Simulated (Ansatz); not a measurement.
Basis-set extrapolation for `C1CS[SiH2]1` (PBE0-D4/def2-TZVP geometry, frozen core, the Gaussian-basis code of Ansatz). Multiplicity 1, RHF reference.

|  | def2-TZVPP | def2-QZVPP |
| --- | --- | --- |
| HF | -765.752861 | -765.776602 |
| MP2 correlation | -0.638270 | -0.684779 |
| CCSD(T) correlation | -0.717686 | not run |

Energies in hartree. Use E(X) = E(∞) + A·exp(−7.88·√X) for Hartree–Fock and E(X) = E(∞) + B·X^(−2.97) for correlation, with X = 3 and 4, and add CCSD(T) minus MP2 of the smaller set to the MP2 limit.

Problem. What is the CCSD(T) energy at the basis-set limit?

Solution. HF limit: -765.776602 + (-0.023741) × 0.13774 = -765.77987. MP2 limit: -0.684779 + (-0.046509) × 0.74074 = -0.71923. Higher-order term: -0.717686 − (-0.638270) = -0.07942. Total: -766.57852 hartree, 283.5 kJ/mol below CCSD(T)/def2-TZVPP.
